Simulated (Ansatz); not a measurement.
Level of theory: frozen-core CCSD(T)/def2-TZVPP // r2SCAN-D4/def2-SVP run with Ansatz (a first-principles code).

Ansatz 0.2 input:
```yaml
crystal:
  periodic: [false, false, false]
  atoms:
    - { symbol: Sn, position_ang: [0.000191, -0.00015, -0.000137] }
    - { symbol: H, position_ang: [1.335314, -1.062643, -0.105946] }
    - { symbol: H, position_ang: [0.540203, 1.614522, -0.154221] }
    - { symbol: H, position_ang: [-1.107803, -0.351651, -1.253666] }
    - { symbol: H, position_ang: [-0.767903, -0.20008, 1.513969] }
basis:
  gaussian: { orbitals: def2-TZVPP }
correlation:
  method: ccsd_t
```

Output:

```
Functional definition: HF
758 factors; integrals over basis functions are off by at most 1.1e-3 eV
mean field evaluation 1: about -5867.4789 eV, gradient 9.6e0 eV
mean field evaluation 2: about -5867.4832 eV, gradient 9.6e0 eV
mean field evaluation 4: about -5867.9772 eV, gradient 1.3e0 eV
mean field evaluation 8: about -5867.9810 eV, gradient 1.8e-4 eV
mean field -5867.98100247 eV, -215.6443243806 hartree, gradient 1.6e-6 eV, S^2 0.000000; 0 other end points of the search recorded, 0 dependent functions left out
4 core orbitals not correlated
reference -5867.98100247 eV, -215.6443243806 hartree; 9, 9 occupied and 93, 93 virtual orbitals, 758 factors
second order -9.53781713 eV of doubles, -0.00000000 eV of singles
cycle   1  -9.67419448 eV  change   -1.4e-1 eV  update   7.7e-2
cycle   2  -9.99519808 eV  change   -3.2e-1 eV  update   2.4e-2
cycle   3  -10.02270920 eV  change   -2.8e-2 eV  update   9.3e-3
cycle   4  -10.01762118 eV  change    5.1e-3 eV  update   2.3e-3
cycle   5  -10.01746493 eV  change    1.6e-4 eV  update   5.9e-4
cycle   6  -10.01731554 eV  change    1.5e-4 eV  update   1.7e-4
cycle   7  -10.01729073 eV  change    2.5e-5 eV  update   3.6e-5
cycle   8  -10.01730333 eV  change   -1.3e-5 eV  update   9.1e-6
perturbative correction -0.23071299 eV, -0.0084785461 hartree
Total energy: -5878.22901880 eV, -216.0209320340 hartree
```

Cost: about 7 core-seconds (a rough figure).
